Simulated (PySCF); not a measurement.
## Calculated data, BH2O

All values are calculated (PySCF 2.14.0). Calculation on a computer-drawn molecule: the log of a Hartree-Fock and frozen-core CCSD(T) single point meant for a local Hartree-Fock minimum, with one planted fault or none, to be diagnosed. Offsets are logged minus clean, where the clean run is the same molecule without the fault. The reference is restricted for singlets and unrestricted otherwise, and also for a bond in bohr or an excited solution. Adding or removing an electron swaps singlet and doublet. The excited solution moves the top pair (singlet) or top alpha electron (doublet) to the lowest empty orbital. Highest occupied and lowest empty are orbital energies over both spins, largest force is the largest gradient component, triples share is (T) over the correlation energy, the T1 limit is 0.02 restricted and 0.045 unrestricted, electrons count all cores, a negative frequency is imaginary (commonest isotopes), and the dipole is about the centre of nuclear charge.

```xyz
4
formula=BH2O meant_charge=1 meant_multiplicity=1 meant_basis=cc-pVDZ logged_electrons=14 logged_basis_functions=38 logged_SCF_converged=yes logged_spin_squared=2.0266 logged_highest_occupied=-14.4 logged_lowest_empty=-10.196 logged_largest_force=0.24529 logged_T1_diagnostic=0.021584 logged_D1_diagnostic=0.076448 logged_triples_share=0.019851 logged_CC_converged=yes logged_dipole_magnitude=2.8042 logged_SCF_stable_within_its_kind=yes logged_energy_HF=-100.15133 logged_energy_CCSD(T)=-100.37491 possible_faults=no_fault,one_electron_removed,one_electron_added,multiplicity_raised_by_two,geometry_at_a_saddle_point,SCF_held_on_an_excited_solution,minimal_basis_STO-3G,one_bond_length_entered_in_bohr,all_coordinates_scaled planted_fault=multiplicity_raised_by_two HF_energy_offset_from_clean_run=189.8 CCSD(T)_energy_offset_from_clean_run=218.1
B      1.0865    -2.9213     2.2928
O      0.7580    -3.5229     1.2878
H      1.4482    -2.3645     3.2566
H      0.1863    -3.8043     0.5752
```

Units: logged_highest_occupied, logged_lowest_empty in eV; logged_largest_force in hartree/bohr; logged_dipole_magnitude in debye; logged_energy_HF, logged_energy_CCSD(T) in hartree; HF_energy_offset_from_clean_run, CCSD(T)_energy_offset_from_clean_run in kcal/mol.

Drawn bonds:
```csv
atom,other atom,order
1,2,1
1,3,1
2,4,1
```
